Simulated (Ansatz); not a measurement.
C₂H₆AlB (`[AlH2][B]1CC1`). The species carries charge 0 and has multiplicity 1.

Cartesian coordinates in Å:
```
Al -0.535 2.138 -0.277
B -0.036 0.145 -0.019
C 0.655 -0.986 0.785
C -0.074 -1.333 -0.485
H -1.883 2.721 0.336
H 0.424 3.113 -1.092
H 1.740 -1.026 0.790
H 0.218 -1.285 1.734
H -1.015 -1.872 -0.414
H 0.507 -1.614 -1.359
```

Question: What are the harmonic wavenumbers in cm⁻¹ at PBE0-D4/def2-TZVP (Ansatz, finite differences of forces, unscaled)? (Best estimate.)

Answer: The calculation gave: 128, 169, 182, 402, 424, 531, 576, 676, 767, 825, 852, 931, 945, 981, 1197, 1256, 1399, 1428, 1902, 1906, 3122, 3125, 3187, 3205.

Question: Is this a minimum?

Answer: Yes, all 24 modes are real.

Question: Give the ideal-gas thermochemistry at 298.15 K and 1 bar (rigid rotor, harmonic oscillator; point group C2v, symmetry number 2).

Answer: Zero-point energy 180.1 kJ/mol; H(298) − E = 198.9 kJ/mol; entropy 312.0 J/(mol·K), of which translation 161.5, rotation 100.3, vibration 50.3; G(298) − E = 105.9 kJ/mol.

Question: Rotational constants (cm⁻¹)?

Answer: 0.6191, 0.09003, 0.08416.
